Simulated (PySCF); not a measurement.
## Fine-structure interval of I⁴⁴⁺ by level of theory

I⁴⁴⁺ [He] 2s2 2p5 [2p1/2^2 2p3/2^3, M_J = 3/2] → I⁴⁴⁺ [He] 2s2 2p5 [2p1/2^1 2p3/2^4, M_J = 1/2], as a difference of total energies. All numbers are calculated (PySCF 2.14, the two-component X2C-1e Hamiltonian, in an uncontracted even-tempered set (17 s from 23 bohr⁻², ratio 2.4; 12 p from 30 bohr⁻², ratio 2.4; 5 d from 110 bohr⁻², ratio 2.6; 4 f from 160 bohr⁻², ratio 2.6)). Correlated levels: nothing frozen; the 26 highest virtual spinors dropped. "Screened" scales the spin-orbit matrix elements by Boettger's factors to mimic the two-electron term; Breit and QED terms are absent.

```
                    method  fine-structure interval (cm⁻¹)
 GHF (screened spin-orbit)                         2524900
GMP2 (screened spin-orbit)                         2526000
     GHF (bare spin-orbit)                         2629200
```
